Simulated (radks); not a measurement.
The numbers below are computed, except where a source is named.
Task: These are the eigenvalues of the occupied orbitals of an atom or ion with whole-number occupations (hartree). Code: a radial shooting solver on a logarithmic mesh with Libxc functionals. Model: scalar-relativistic Kohn-Sham, r2SCAN, spin-unpolarised, spherical densities, finite nucleus; meta-GGA in the generalised Kohn-Sham scheme; Fermi nuclear charge, rms radius of each element as measured or else 0.836 A^(1/3) + 0.57 fm.

orbital  eigenvalue
1s        -3149.595
2s        -562.4236
2p        -483.8419
3s        -135.1740
3p        -112.4579
3d        -88.84499
4s        -30.93289
4p        -23.45480
4d        -14.63534
5s         -5.56482
4f         -4.89497
5p         -3.52887
5d         -1.23668
6s         -0.92706

Which element is it, and in what charge state? The configuration may be excited.

Result: Z = 81, thallium, charge +2: Tl2+ in [Xe] 4f14 5d10 6s1. The list shows which subshells hold electrons but not how many an open one holds; the 1s level, -3149.6 hartree, gives Z - s = 79.4 by -(Z - s)^2/2, which with screening and relativity narrows Z to a few neighbours, and the depths of the outer levels then fix element, charge and occupations together.
